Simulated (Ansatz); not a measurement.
# What each rung costs, and what it gives

Saddle point of SiAsH$_{7}$O$_{2}$, closed shell (SiH₄O₂ ([OH][SiH2][OH]) + AsH₃ → SiAsH₅O ([OH][SiH2][AsH2]) + H₂O; bonds formed: Si1–As7, O2–H6; bonds broken: Si1–O2, H6–As7), PBE0-D4/def2-TZVP structure:

```json
{"atom": "Si1", "x (Å)": "0.2772", "y (Å)": "-0.4369", "z (Å)": "-0.9872"}
{"atom": "O2", "x (Å)": "1.0015", "y (Å)": "-0.7721", "z (Å)": "0.6604"}
{"atom": "H3", "x (Å)": "1.1987", "y (Å)": "-1.4247", "z (Å)": "-1.6173"}
{"atom": "H4", "x (Å)": "-1.0728", "y (Å)": "-1.0190", "z (Å)": "-1.1594"}
{"atom": "O5", "x (Å)": "0.7413", "y (Å)": "0.9233", "z (Å)": "-1.7620"}
{"atom": "H6", "x (Å)": "0.2795", "y (Å)": "-0.2639", "z (Å)": "1.2114"}
{"atom": "As7", "x (Å)": "-1.2378", "y (Å)": "1.2066", "z (Å)": "0.7564"}
{"atom": "H8", "x (Å)": "1.2451", "y (Å)": "-1.6759", "z (Å)": "0.9189"}
{"atom": "H9", "x (Å)": "0.2539", "y (Å)": "1.7101", "z (Å)": "-1.4984"}
{"atom": "H10", "x (Å)": "-2.1291", "y (Å)": "0.1616", "z (Å)": "1.4099"}
{"atom": "H11", "x (Å)": "-0.5575", "y (Å)": "1.5908", "z (Å)": "2.0673"}
```

Barriers are electronic and count from the start structure reached by relaxing down the imaginary mode.

Ansatz 0.2.0; basis: as named in each row; cores frozen in the correlated methods. Filled d shells of the heavier atoms are correlated. The def2 sets are not built for correlating such inner shells, so the correlated values are less sure here. B3LYP uses VWN-RPA correlation. Extrapolation: Hartree–Fock as exp(−7.88 √X), correlation as X^−2.97.

Times are rough, for one single point on 8 threads of a shared host (Arm Neoverse V1).

The estimate by CCSD(T) at an estimated basis limit (MP2 extrapolated from triple and quadruple zeta, plus CCSD(T) − MP2 in triple zeta) is 50.02 kcal/mol.

```csv
method,basis,time (s),barrier (kcal/mol),method less estimate
HF,STO-3G,under 1,68.01,18.00
PBE-D4,STO-3G,under 1,34.32,-15.69
SPW92,def2-SVP,under 1,31.87,-18.15
PBE-D4,def2-SVP,under 1,39.45,-10.57
B3LYP-D4,6-31G,under 1,40.06,-9.96
PBE0-D4,def2-SVP,under 1,43.54,-6.48
SPW92,def2-TZVPP,under 1,34.53,-15.49
PBE-D4,def2-TZVPP,1,41.47,-8.54
BLYP-D4,def2-TZVPP,1,47.47,-2.55
B3LYP-D4,def2-TZVPP,2,50.06,0.04
BHLYP-D4,def2-TZVPP,2,54.46,4.44
CAM-B3LYP-D4,def2-TZVPP,2,52.10,2.09
PBE0-D4,def2-TZVPP,2,45.18,-4.83
r2SCAN-D4,def2-TZVPP,3,46.12,-3.90
wB97M-V,def2-SVP,3,46.29,-3.73
r2SCAN0-D4,def2-TZVPP,3,47.94,-2.08
RPA on PBE,def2-TZVPP,4,53.27,3.25
B2PLYP,def2-TZVPP,4,51.51,1.49
PBE-QIDH,def2-TZVPP,4,48.64,-1.38
CCSD(T),def2-SVP,5,53.63,3.62
wB97X-V,def2-TZVPP,5,51.44,1.42
B97M-V,def2-TZVPP,6,51.42,1.40
wB97M-V,def2-TZVPP,6,48.91,-1.11
MP2,def2-QZVPP,27,49.07,-0.95
CCSD(T),def2-TZVPP,130,51.76,1.75
```

All methods are single points on the PBE0-D4 structures.

The T1 diagnostic stays at or below 0.013.

Labels in which every atom is bracketed show which atoms are joined, not bond orders.
